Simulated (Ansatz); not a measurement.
System: sum formula InCl₂F, charge 0, multiplicity 1. SMILES: [In]([F])([Cl])[Cl]
Structure (B3LYP-D3(BJ)/def2-TZVP (Ansatz, a quantum-chemistry and plane-wave program) minimum search):
```
In
F 1 1.9408
Cl 1 2.3064 2 117.58
Cl 1 2.3064 2 117.58 3 -180.00
```

Wanted: atomisation energy (electronic, to ground-state atoms), in kJ/mol. Cores are frozen in the correlated levels unless marked. Open shells are spin-unrestricted. No spin-orbit coupling. The frozen core is the preceding noble-gas configuration, with the filled d and f shells of earlier blocks. Past Kr the def2 sets carry scalar-relativistic core potentials. The coupled-cluster limit lacks core correlation, which all-electron functionals hold. Basis-set limits of correlation are two-point, X^-3; Hartree-Fock from the larger set.

```
level                                 program  atomisation energy (kJ/mol)
------------------------------------  -------  ---------------------------
B3LYP/def2-TZVPD                       Ansatz                       1010.0
r2SCANh/def2-TZVPD                     Ansatz                          ___
wB97X/def2-TZVPD                       Ansatz                          ___
CCSD(T)/CBS(def2-TZVPPD,def2-QZVPPD)   Ansatz                       1112.4
```

Q: What belongs in the gaps?

A: 
- r2SCANh/def2-TZVPD, atomisation energy (kJ/mol): 1062.8
- wB97X/def2-TZVPD, atomisation energy (kJ/mol): 1074.1
